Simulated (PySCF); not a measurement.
C₃H₅O, SMILES [CH2]C(=O)C, multiplicity 2.

Coordinates come from a PBE0-D3(BJ)/def2-SVP optimisation. The isomer is the one that the SMILES or the coordinates give; other isomers of the formula were not compared.

Two levels are set side by side: PBE/def2-TZVPD (PySCF) and B3LYP/def2-TZVPD (PySCF). Same geometry, gas phase. Differences are taken from unrounded values.

| quantity | B3LYP | PBE | PBE minus B3LYP |
|---|---|---|---|
| α-spin orbital gap (eV) | 7.16 | 4.93 | -2.23 |
| β-spin orbital gap (eV) | 3.43 | 1.19 | -2.24 |
| dipole moment (D) | 3.12 | 3.00 | -0.12 |
| mean polarisability (bohr³) | 42.8 | 44.3 | 1.5 |

Loosely held outer electrons make PBE densities more polarisable. Differences between two approximate levels are no errors against the true value.

Rough cost on one machine, each run with all the roots and properties that it gave: B3LYP against PBE within a factor of 2.
